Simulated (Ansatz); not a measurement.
Problem. Name a neutral molecule of B, C, Cl, S and H with LUMO energy (B3LYP/def2-TZVPP) between -1.10 and -0.80 eV and size of the dipole moment (B3LYP/def2-TZVPP) between 1.80 and 2.10 D (Ansatz, PBE0-D4/def2-TZVP geometry).

Solution. `CCB(S)Cl` (-1.04 eV, 2.02 D). Other molecules can fit too; these were computed, each in one conformer that needn't be the lowest.

B3LYP here is the variant with VWN-RPA as its local correlation; programs differ in this.
